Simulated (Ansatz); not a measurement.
The same path of ClH₄InO₃ (9 atoms, charge 0, multiplicity 1) was run 3 times with different band settings.

Theory: RKS r2SCAN-D4/def2-SVP in Ansatz.

Relaxed end points:

```xyz
9
Properties=species:S:1:pos:R:3
In -0.232 -0.111 0.195
Cl -0.317 -1.124 2.338
O 1.604 0.429 -0.467
H 2.252 -0.273 -0.607
O -1.796 -0.217 -1.035
H -2.551 -0.617 -0.579
O 0.160 2.045 0.920
H 1.066 1.928 0.542
H 0.279 2.038 1.882
```

```xyz
9
Properties=species:S:1:pos:R:3
In -0.224 -0.154 0.340
Cl -0.526 -1.033 2.509
O 1.685 0.276 -0.207
H 1.937 -0.002 -1.097
O -1.624 -0.308 -1.075
H -2.444 -0.663 -0.705
O 0.206 2.027 0.963
H 1.090 1.858 0.545
H 0.366 2.097 1.917
```

Common settings: movable images 7; climbing image yes; optimiser quadratic models (default); start path through a guess of the saddle point; iteration limit 60; end points relaxed.

| run | spring | force threshold |
| --- | --- | --- |
| 1 | 5.0 eV/Å² | 0.05 eV/Å |
| 2 | 5.0 eV/Å² | 0.2 eV/Å |
| 3 | 20.0 eV/Å² | 0.05 eV/Å |

Task: What does each run give, and how far can it be trusted?

Result: Run 1: converged after 41 iterations, highest image 0.000 eV above the first end. The highest image is an end point: on this band no image between the ends rises above it. A vibrational analysis next to that end finds imaginary modes (48i cm⁻¹), so it isn't a minimum.
Run 2: converged after 20 iterations, highest image 0.000 eV above the first end. The highest image is an end point: on this band no image between the ends rises above it.
Run 3: converged after 39 iterations, highest image 0.000 eV above the first end. The highest image is an end point: on this band no image between the ends rises above it.
